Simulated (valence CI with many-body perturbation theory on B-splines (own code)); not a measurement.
# Energy levels of Ga XVII

Calculated by configuration interaction combined with many-body perturbation theory (CI+MBPT): five valence electrons over a frozen Dirac-Fock core [Ne], radial functions for each j: 11 s, 11 p, 10 d, 8 f, 5 g, 2 h, with the one-electron correlation potential Σ1, the two-electron term Σ2, the three-electron term Σ3, Breit, model QED; selected CI, second order for the rest, scaled by the run's own slope (own B-spline code, finite nucleus).

No measured spectrum was set against this ion. As an estimate, levels of excited configurations hold to 0.05 to 0.15 % of their energy, terms of the ground configuration to about 0.5 %. Among the levels kept, up to 3300 cm⁻¹ of a level comes from second order outside the variational space, and about a tenth of that is noise between levels of different J, which matters for small intervals.

Levels 1 to 45 of 172, with energies above the lowest level, 3s²3p³ ⁴S°_3/2. "Leading %" is the weight of the configuration and term that name the level; weights of strongly mixed levels are sums over their largest components and can fall short. In the jj column 3d3/2^4 stands for four electrons in 3d with j = 3/2. Lifetimes count E1, E2, E3, M1 and M2 decay at the calculated energies, and are blank where another channel may lead or the interval is too uncertain; long ones can be off by a factor of two.

```tsv
No.	Configuration	Term	J	E (eV)	Leading %	g	Lifetime	Leading jj
1	3s²3p³	⁴S°	3/2	0.00	86	1.912		3s^2 3p1/2^2 3p3/2 (53 %)
2	3s²3p³	²D°	3/2	6.60	75	0.970	1.18 ms	3s^2 3p1/2 3p3/2^2 (60 %)
3	3s²3p³	²D°	5/2	8.43	97	1.199	10.1 ms	3s^2 3p1/2 3p3/2^2 (97 %)
4	3s²3p³	²P°	1/2	13.01	96	0.664	424 μs	3s^2 3p1/2 3p3/2^2 (96 %)
5	3s²3p³	²P°	3/2	16.01	72	1.249	176 μs	3s^2 3p3/2^3 (87 %)
6	3s3p⁴	⁴P	5/2	47.54	86	1.584	347 ps	3s 3p1/2^2 3p3/2^2 (74 %)
7	3s3p⁴	⁴P	3/2	50.63	86	1.713	293 ps	3s 3p1/2 3p3/2^3 (69 %)
8	3s3p⁴	⁴P	1/2	51.68	84	2.637	265 ps	3s 3p1/2^2 3p3/2^2 (35 %)
9	3s3p⁴	²D	3/2	59.01	70	0.850	144 ps	3s 3p1/2 3p3/2^3 (42 %)
10	3s3p⁴	²D	5/2	60.03	74	1.214	177 ps	3s 3p1/2 3p3/2^3 (66 %)
11	3s²3p²3d	²P	3/2	67.02	49	1.292	73.0 ps	3s 3p1/2 3p3/2^3 (36 %)
12	3s3p⁴	²S	1/2	67.76	35	1.261	55.0 ps	3s 3p1/2^2 3p3/2^2 (36 %)
13	3s²3p²3d	⁴F	3/2	71.01	86	0.473	674 ps	3s^2 3p1/2^2 3d3/2 (52 %)
14	3s²3p²3d	⁴F	5/2	72.27	81	1.079	1.23 ns	3s^2 3p1/2 3p3/2 3d3/2 (48 %)
15	3s3p⁴	²S	1/2	72.46	42	1.346	87.0 ps	3s 3p3/2^4 (42 %)
16	3s²3p²3d	⁴F	7/2	74.24	88	1.247	11.1 ns	3s^2 3p1/2 3p3/2 3d5/2 (69 %)
17	3s²3p²3d	²F	5/2	74.40	75	0.954	2.04 ns	3s^2 3p1/2 3p3/2 3d3/2 (71 %)
18	3s²3p²3d	²F	7/2	75.81	52	1.256	10.3 ns	3s^2 3p1/2 3p3/2 3d5/2 (54 %)
19	3s²3p²3d	⁴D	1/2	76.01	88	0.093	224 ps	3s^2 3p1/2 3p3/2 3d3/2 (65 %)
20	3s²3p²3d	⁴D	3/2	76.14	86	1.148	264 ps	3s^2 3p1/2 3p3/2 3d3/2 (47 %)
21	3s²3p²3d	⁴F	9/2	76.28	90	1.314		3s^2 3p1/2 3p3/2 3d5/2 (61 %)
22	3s²3p²3d	⁴D	5/2	77.56	63	1.228	374 ps	3s^2 3p1/2 3p3/2 3d5/2 (54 %)
23	3s²3p²3d	⁴D	7/2	80.59	48	1.277	11.2 ns	3s^2 3p3/2^2 3d5/2 (81 %)
24	3s²3p²3d	²G	7/2	84.18	87	0.918	675 ps	3s^2 3p1/2 3p3/2 3d3/2 (36 %)
25	3s²3p²3d	²P	3/2	84.47	42	1.275	9.90 ps	3s^2 3p1/2 3p3/2 3d5/2 (36 %)
26	3s²3p²3d	²G	9/2	85.47	89	1.129		3s^2 3p3/2^2 3d5/2 (60 %)
27	3s²3p²3d	⁴P	5/2	86.00	78	1.557	8.52 ps	3s^2 3p1/2 3p3/2 3d5/2 (46 %)
28	3s²3p²3d	⁴P	3/2	87.04	68	1.573	8.85 ps	3s^2 3p1/2 3p3/2 3d3/2 (39 %)
29	3s²3p²3d	⁴P	1/2	87.44	55	2.043	8.65 ps	3s^2 3p1/2 3p3/2 3d3/2 (58 %)
30	3s²3p²3d	²P	1/2	88.88	36	1.243	8.62 ps	3s^2 3p3/2^2 3d3/2 (46 %)
31	3s²3p²3d	²D	3/2	88.95	69	0.970	30.1 ps	3s^2 3p1/2 3p3/2 3d5/2 (38 %)
32	3s²3p²3d	²D	5/2	91.74	79	1.215	12.1 ps	3s^2 3p3/2^2 3d5/2 (31 %)
33	3s²3p²3d	²D	3/2	93.71	72	0.854	8.90 ps	3s^2 3p3/2^2 3d3/2 (39 %)
34	3s²3p²3d	²D	5/2	94.44	85	1.182	28.6 ps	3s^2 3p3/2^2 3d5/2 (60 %)
35	3s²3p²3d	²P	1/2	95.52	78	0.851	10.7 ps	3s^2 3p1/2 3p3/2 3d5/2 (72 %)
36	3s²3p²3d	²F	5/2	96.16	66	0.973	7.08 ps	3s^2 3p1/2 3p3/2 3d3/2 (41 %)
37	3s²3p²3d	²F	7/2	98.02	95	1.139	7.01 ps	3s^2 3p1/2 3p3/2 3d5/2 (50 %)
38	3s²3p²3d	²P	3/2	98.32	80	1.293	10.1 ps	3s^2 3p3/2^2 3d5/2 (55 %)
39	3s²3p²3d	²S	1/2	98.76	63	1.853	9.70 ps	3s^2 3p3/2^2 3d5/2 (28 %)
40	3s²3p²3d	²D	3/2	102.75	93	0.813	8.17 ps	3s^2 3p3/2^2 3d3/2 (50 %)
41	3s²3p²3d	²D	5/2	102.78	69	1.119	7.79 ps	3s^2 3p3/2^2 3d5/2 (65 %)
42	3s3p³3d	⁶D°	1/2	108.09	97	3.312	4.88 ns	3s 3p1/2 3p3/2^2 3d3/2 (50 %)
43	3s3p³3d	⁶D°	3/2	108.18	96	1.853	4.25 ns	3s 3p1/2 3p3/2^2 3d3/2 (44 %)
44	3s3p³3d	⁶D°	5/2	108.32	96	1.645	5.80 ns	3s 3p1/2 3p3/2^2 3d3/2 (35 %)
45	3s3p³3d	⁶D°	7/2	108.52	95	1.576	10.8 ns	3s 3p1/2 3p3/2^2 3d5/2 (26 %)
```

Names give the largest LS component (configuration and term), which can be under half, so a name can repeat, a term be missing and a line seem to break the LS rules; names also repeat where a configuration has a term twice.

The ionisation energy to 3s²3p² ³P0 of the next ion comes out as 594.01 eV (NIST: 599.8 ± 1.4 eV (semi-empirical), further off than twice its uncertainty). All 172 levels together are meant to be complete up to 182.74 eV.
